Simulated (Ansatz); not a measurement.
Isolated molecules relaxed with PBE0-D4/def2-TZVP in Ansatz; ΔE leaves out vibrations. CCSD(T)/CBS is the MP2 limit (def2-TZVPP, def2-QZVPP) plus CCSD(T) − MP2 in def2-TZVPP, frozen cores. This one scheme is used for every species. Functionals use def2-TZVPP. B3LYP here is the variant with VWN-RPA as its local correlation; programs differ in this. For Sc outer-core shells are correlated without core-valence functions, which leaves a few kJ/mol of doubt a bond. Scalar relativity is left out up to krypton. Each species was taken in one conformer, which may not be the lowest.

`[F][Sc]([F])[O][SiH3]` + H₂O → `[OH][Sc]([F])[F]` + `O[SiH3]`  (formal hydrolysis of the Sc–O bond)

```tsv
level	ΔE (kcal/mol)	difference from CCSD(T)/CBS
PBE-D4	5.1	-2.0
BHLYP-D4	6.2	-0.9
ωB97X-V	5.1	-2.0
ωB97M-V	5.0	-2.1
B2PLYP	5.3	-1.8
r2SCAN	5.3	-1.8
B3LYP	4.8	-2.3
r2SCAN0	5.5	-1.6
BHLYP	5.3	-1.8
CAM-B3LYP	4.5	-2.6
MP2/def2-SVP	7.6	0.5
CCSD/def2-SVP	7.7	0.6
SCS-MP2/def2-TZVPP	6.1	-1.0
HF/def2-QZVPP	6.6	-0.5
MP2/def2-QZVPP	6.7	-0.4
SCS-MP2/def2-QZVPP	6.7	-0.4
CCSD(T)/CBS	7.1	0
```

Largest T1 diagnostic among the species: 0.017.

The D4 term adds +0.8 kcal/mol with B3LYP and +0.5 kcal/mol with PBE0; it sums over pairs of atoms, weighted by their polarisabilities, and B3LYP, whose exchange is more repulsive, gets the larger term. From BLYP to BHLYP (50 % exact exchange), in def2-TZVPP and without D4, ΔE moves by +0.9 kcal/mol. Leaving LDA and LC-ωPBE aside and taking each functional with its dispersion term where it has one, the values spread over 1.2 kcal/mol, from ωB97M-V to BHLYP-D4.
